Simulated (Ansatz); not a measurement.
A CCSD(T) single point on C2H5BCl2, SMILES `CC(Cl)BCl`.

```yaml
crystal:
  periodic: [false, false, false]
  atoms:
    - {symbol: C, position_ang: [-0.757523, -0.130586, 1.038986]}
    - {symbol: C, position_ang: [0.054800, 0.485411, -0.067828]}
    - {symbol: Cl, position_ang: [1.744622, 0.875720, 0.505858]}
    - {symbol: B, position_ang: [0.610340, -0.438472, -1.198472]}
    - {symbol: Cl, position_ang: [0.786360, 0.153735, -2.831661]}
    - {symbol: H, position_ang: [-0.864756, 0.551963, 1.884169]}
    - {symbol: H, position_ang: [-0.304073, -1.057896, 1.392065]}
    - {symbol: H, position_ang: [-1.757166, -0.361749, 0.658502]}
    - {symbol: H, position_ang: [-0.355127, 1.434360, -0.411251]}
    - {symbol: H, position_ang: [0.925724, -1.563587, -0.967469]}
basis:
  gaussian: {orbitals: def2-SVP}
correlation: {method: ccsd_t}
```

```sh
$ ansatz run in.yaml --threads 4 --pin off --events-out ev --progress --plain --max-ram 10444MiB
```

The program prints (abridged):

```
Functional definition: HF
1011 factors; integrals over basis functions are off by at most 1.4e-3 eV
mean field evaluation 1: about -27808.2568 eV, gradient 2.3e1 eV
mean field evaluation 2: about -27808.3591 eV, gradient 2.3e1 eV
mean field evaluation 4: about -27810.1450 eV, gradient 2.6e0 eV
mean field evaluation 8: about -27810.1698 eV, gradient 9.2e-2 eV
mean field evaluation 16: about -27810.0607 eV, gradient 3.1e-1 eV
mean field -27810.16990126 eV, -1022.0048934609 hartree, gradient 9.7e-6 eV, S^2 0.000000; 0 other end points of the search recorded, 0 dependent functions left out
13 core orbitals not correlated: weight in the atoms' cores, before any rotation towards them, 1.000 or more for the frozen orbitals, at most 0.000 for the correlated occupied ones
reference -27810.16990126 eV, -1022.0048934609 hartree; 15, 15 occupied and 75, 75 virtual orbitals, 1011 factors
second order -17.27504206 eV of doubles, -0.00000000 eV of singles
cycle   1  -18.33675439 eV  change    -1.1e0 eV  update   9.0e-2
cycle   2  -18.77228307 eV  change   -4.4e-1 eV  update   2.6e-2
cycle   3  -18.85735520 eV  change   -8.5e-2 eV  update   1.3e-2
cycle   4  -18.85429761 eV  change    3.1e-3 eV  update   3.6e-3
cycle   5  -18.85348195 eV  change    8.2e-4 eV  update   1.4e-3
cycle   6  -18.85327834 eV  change    2.0e-4 eV  update   4.7e-4
cycle   7  -18.85314579 eV  change    1.3e-4 eV  update   1.5e-4
cycle   8  -18.85316759 eV  change   -2.2e-5 eV  update   5.4e-5
cycle   9  -18.85316437 eV  change    3.2e-6 eV  update   1.9e-5
perturbative correction -0.53141446 eV, -0.0195291211 hartree
Total energy: -27829.55448008 eV, -1022.7172635936 hartree
```

Run time 1.4 s (4 threads of an AMD EPYC 9R45 on a shared host); peak host memory 0.47 GiB.

Correlation energy per correlated electron: -0.646 eV. T1 diagnostic: 0.0109.
